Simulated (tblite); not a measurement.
A geometry optimisation, step by step.

Compound: C6H8BF2N.
SMILES with atom numbers: `[CH2:1]=[N:2][C@:3]12[CH2:4][C@:5]([B:6]([F:7])[F:8])([CH2:9]1)[CH2:10]2` (hydrogens: H11, H12 on C1; H13, H14 on C4; H15, H16 on C9; H17, H18 on C10)

Computed with GFN2-xTB (tblite), gas phase: L-BFGS steps from a force-field or distance-geometry start until the largest atomic force falls under 0.01 eV/Å. 5 of its 87 geometries are shown.

Step 0: E = -829.8143 eV, largest atomic force 6.069 eV/Å
```
atom  x, y, z in Å  |  force x, y, z in eV/Å
C1      3.032   -0.568    0.059   -1.627   0.271   0.187
N2      1.965   -0.245   -0.540    5.353  -0.614  -2.011
C3      0.706   -0.055   -0.354   -2.439   0.375   0.311
C4     -0.140    0.164    0.843   -1.495  -0.320   3.747
C5     -1.159    0.190   -0.280    0.374   0.167  -0.435
B6     -2.594    0.394   -0.143   -5.983   0.980   0.280
F7     -3.532   -0.630    0.252    2.003   2.495  -0.884
F8     -3.220    1.673   -0.435    1.183  -3.024   0.802
C9     -0.428   -0.981   -0.833    1.253  -2.696   0.028
C10    -0.153    1.047   -0.976    1.254   1.807  -1.559
H11     3.968   -0.626   -0.497   -0.369  -0.014   0.234
H12     2.982   -0.781    1.127    0.587  -0.097   0.202
H13    -0.107    1.139    1.357    0.357  -0.633   0.311
H14    -0.353   -0.719    1.489    0.523   0.760   0.315
H15    -0.418   -1.141   -1.909   -0.362  -0.374   0.160
H16    -0.449   -1.893   -0.175   -0.266   0.316  -1.154
H17    -0.108    1.015   -2.072   -0.350   0.611   0.244
H18     0.000    2.025   -0.496    0.003  -0.011  -0.777
```

Step 22: E = -831.4684 eV, largest atomic force 0.163 eV/Å
```
atom  x, y, z in Å  |  force x, y, z in eV/Å
C1      2.922   -0.542    0.132    0.009   0.024   0.010
N2      2.075   -0.248   -0.743   -0.033  -0.035   0.006
C3      0.720   -0.053   -0.447    0.005   0.030  -0.036
C4     -0.041    0.133    0.891   -0.034  -0.002   0.017
C5     -1.132    0.199   -0.220    0.034  -0.001  -0.112
B6     -2.677    0.400   -0.123   -0.020   0.040   0.157
F7     -3.517   -0.558    0.213    0.007  -0.022   0.001
F8     -3.264    1.550   -0.392   -0.007  -0.003  -0.004
C9     -0.411   -1.016   -0.864    0.091   0.007  -0.030
C10    -0.145    1.085   -1.022    0.060   0.003  -0.050
H11     3.942   -0.689   -0.196   -0.014  -0.010   0.073
H12     2.712   -0.659    1.201    0.003   0.023  -0.057
H13     0.140    1.054    1.441   -0.006   0.016  -0.020
H14    -0.090   -0.722    1.561   -0.027  -0.019   0.010
H15    -0.550   -1.141   -1.935   -0.039  -0.086   0.063
H16    -0.463   -1.965   -0.330   -0.018   0.071  -0.076
H17    -0.279    1.090   -2.101    0.012   0.043   0.021
H18     0.049    2.090   -0.648   -0.023  -0.078   0.027
```

Step 43: E = -831.4882 eV, largest atomic force 0.056 eV/Å
```
atom  x, y, z in Å  |  force x, y, z in eV/Å
C1      2.887   -0.516    0.179    0.043   0.004   0.011
N2      2.078   -0.302   -0.753    0.043  -0.005   0.013
C3      0.721   -0.076   -0.495    0.016  -0.008   0.053
C4     -0.041    0.117    0.840   -0.041  -0.008   0.010
C5     -1.125    0.202   -0.281    0.003   0.013   0.051
B6     -2.659    0.404   -0.063    0.021  -0.007  -0.034
F7     -3.452   -0.570    0.342    0.004   0.029   0.005
F8     -3.277    1.551   -0.259    0.000  -0.012   0.019
C9     -0.416   -1.022   -0.922   -0.028   0.029   0.006
C10    -0.118    1.084   -1.061   -0.010  -0.016  -0.007
H11     3.918   -0.698   -0.082    0.039  -0.007   0.023
H12     2.627   -0.532    1.242   -0.005   0.015  -0.037
H13     0.145    1.036    1.392   -0.003  -0.023  -0.023
H14    -0.112   -0.738    1.510   -0.005  -0.006  -0.012
H15    -0.554   -1.163   -1.990   -0.033   0.013  -0.012
H16    -0.487   -1.966   -0.386   -0.001   0.012  -0.020
H17    -0.236    1.124   -2.139   -0.019  -0.017  -0.045
H18     0.092    2.070   -0.654   -0.023  -0.006  -0.001
```

Step 64: E = -831.4920 eV, largest atomic force 0.053 eV/Å
```
atom  x, y, z in Å  |  force x, y, z in eV/Å
C1      2.897   -0.475    0.192   -0.007   0.008  -0.006
N2      2.080   -0.330   -0.747    0.010  -0.019   0.019
C3      0.719   -0.107   -0.498   -0.006  -0.014  -0.041
C4     -0.049    0.082    0.834    0.016  -0.001  -0.017
C5     -1.126    0.189   -0.287   -0.011   0.012  -0.050
B6     -2.653    0.423   -0.055    0.001  -0.002   0.011
F7     -3.463   -0.527    0.370   -0.003   0.005  -0.008
F8     -3.245    1.588   -0.230    0.010  -0.014  -0.003
C9     -0.430   -1.035   -0.942   -0.019   0.000   0.007
C10    -0.111    1.063   -1.064    0.012   0.001   0.004
H11     3.934   -0.647   -0.058   -0.011   0.001   0.006
H12     2.639   -0.439    1.256   -0.004   0.008  -0.032
H13     0.147    0.995    1.391   -0.007   0.001   0.027
H14    -0.129   -0.780    1.492   -0.001   0.001   0.016
H15    -0.577   -1.159   -2.013    0.013   0.020   0.029
H16    -0.517   -1.985   -0.422    0.011   0.004   0.004
H17    -0.229    1.103   -2.144    0.004  -0.006   0.039
H18     0.104    2.048   -0.656   -0.008  -0.005  -0.004
```

Step 86: E = -831.4930 eV, largest atomic force 0.008 eV/Å
```
atom  x, y, z in Å  |  force x, y, z in eV/Å
C1      2.900   -0.449    0.188    0.003  -0.003   0.001
N2      2.074   -0.362   -0.750    0.001  -0.001  -0.006
C3      0.716   -0.128   -0.499    0.001  -0.001   0.004
C4     -0.049    0.062    0.836   -0.008   0.000   0.002
C5     -1.127    0.183   -0.286    0.004   0.001   0.007
B6     -2.651    0.433   -0.056    0.004   0.001   0.003
F7     -3.477   -0.508    0.359    0.001   0.000  -0.004
F8     -3.226    1.606   -0.230   -0.004  -0.002   0.000
C9     -0.441   -1.042   -0.946    0.000  -0.003   0.002
C10    -0.103    1.053   -1.056    0.002   0.001   0.000
H11     3.936   -0.633   -0.059    0.002   0.004  -0.002
H12     2.648   -0.353    1.248   -0.002   0.000   0.003
H13     0.150    0.969    1.403    0.000  -0.002  -0.008
H14    -0.136   -0.803    1.489    0.001   0.003  -0.002
H15    -0.588   -1.159   -2.016    0.000   0.002  -0.002
H16    -0.532   -1.994   -0.429   -0.004  -0.006   0.001
H17    -0.221    1.100   -2.135    0.000   0.002  -0.001
H18     0.118    2.034   -0.641    0.001   0.003  -0.001
```

**Question.** Summarise the path.

**Answer.** The energy falls by 38.71 kcal/mol from step 0 to step 86; nine tenths of that is first reached at step 6. It falls at every step. The largest force goes from 6.069 to 0.008 eV/Å. Among the bonds B6–F8 changes most, from 1.453 to 1.318 Å; the atoms move by 0.248 Å rms after alignment.

**Question.** Follow the three bonds and two angles with the largest change from start to end.

**Answer.** 
```tsv
step	E above end (kcal/mol)	largest force (eV/Å)	B6–F8 (Å)	B6–F7 (Å)	N2–C3 (Å)	C1–N2–C3 (°)	C3–C9–H16 (°)
0	38.71	6.069	1.453	1.444	1.287	142.6	108.6
4	5.84	0.650	1.317	1.319	1.388	131.9	112.8
7	2.93	0.307	1.319	1.318	1.395	128.8	116.4
11	2.34	0.237	1.319	1.319	1.393	130.0	116.2
15	1.58	0.376	1.321	1.321	1.408	126.0	116.4
19	0.88	0.158	1.319	1.319	1.396	123.8	116.8
22	0.57	0.163	1.319	1.318	1.400	122.7	116.4
26	0.44	0.064	1.319	1.318	1.398	122.2	116.8
30	0.36	0.095	1.318	1.318	1.402	121.7	116.2
34	0.27	0.073	1.319	1.319	1.402	121.4	116.2
37	0.22	0.091	1.319	1.319	1.401	121.1	115.9
41	0.14	0.063	1.318	1.319	1.400	121.1	116.0
45	0.08	0.056	1.319	1.320	1.400	120.9	116.6
49	0.06	0.017	1.318	1.319	1.401	121.0	116.5
52	0.06	0.023	1.318	1.319	1.401	121.1	116.5
56	0.05	0.039	1.318	1.319	1.402	121.0	116.4
60	0.04	0.027	1.318	1.319	1.401	121.4	116.4
64	0.02	0.053	1.319	1.319	1.401	121.2	116.6
67	0.01	0.031	1.318	1.319	1.401	121.1	116.6
71	0.01	0.014	1.318	1.319	1.401	121.0	116.5
75	0.01	0.013	1.318	1.319	1.401	121.0	116.5
79	0.00	0.015	1.318	1.319	1.401	121.0	116.4
82	0.00	0.015	1.318	1.319	1.401	121.0	116.4
86	0.00	0.008	1.318	1.319	1.401	121.1	116.4
```

What follows is the cost of the whole relaxation. The run took 5.1 s wall, 1.9 s CPU on one thread of an Intel Xeon at 2.50 GHz (shared host).
